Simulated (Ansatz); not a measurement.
The same path of C$_{3}$H$_{10}$SSi$_{2}$ (16 atoms, charge 0, multiplicity 1) was run twice with different band settings. The coordinate that changes most is the dihedral H15–Si5–S6–H16.

The calculation used Ansatz 0.2.0, RKS PBE/6-31G.

Relaxed end points:

```xyz
16
Properties=species:S:1:pos:R:3
C 0.472 -2.236 -0.225
C 0.732 -0.757 0.020
Si 1.422 0.415 -1.347
C -0.314 0.272 -0.487
Si -0.932 1.664 0.623
S -2.379 0.750 2.125
H 1.383 -2.835 -0.055
H 0.134 -2.424 -1.260
H -0.317 -2.608 0.456
H 1.128 -0.540 1.022
H 1.501 -0.081 -2.765
H 2.304 1.578 -0.985
H -1.091 -0.152 -1.139
H 0.231 2.283 1.377
H -1.641 2.744 -0.169
H -2.654 1.903 2.854
```

```xyz
16
Properties=species:S:1:pos:R:3
C 0.401 -2.192 -0.163
C 0.733 -0.721 0.044
Si 1.381 0.405 -1.383
C -0.300 0.344 -0.405
Si -0.768 1.788 0.718
S -1.966 1.203 2.561
H 1.297 -2.824 -0.044
H -0.011 -2.378 -1.171
H -0.354 -2.525 0.574
H 1.202 -0.509 1.015
H 1.351 -0.117 -2.794
H 2.330 1.536 -1.097
H -1.135 -0.052 -1.001
H 0.471 2.384 1.346
H -1.531 2.839 -0.062
H -3.124 0.797 1.907
```

Common settings: movable images 5; climbing image yes; spring 5.0 eV/Å²; start path through a guess of the saddle point; force threshold 0.05 eV/Å; end points relaxed.

| run | optimiser | iteration limit |
| --- | --- | --- |
| 1 | quadratic models (default) | 42 |
| 2 | fire | 47 |

**Question.** What does each run give, and how far can it be trusted?

**Answer.** Run 1: converged after 13 iterations, highest image 0.014 eV above the first end. A vibrational analysis at the climbing image gives one clearly imaginary mode, 131i cm⁻¹: a first-order saddle point.
Run 2: converged after 39 iterations, highest image 0.024 eV above the first end. The order of the stationary point at the top wasn't checked.
Limits of this set-up: no polarisation functions.
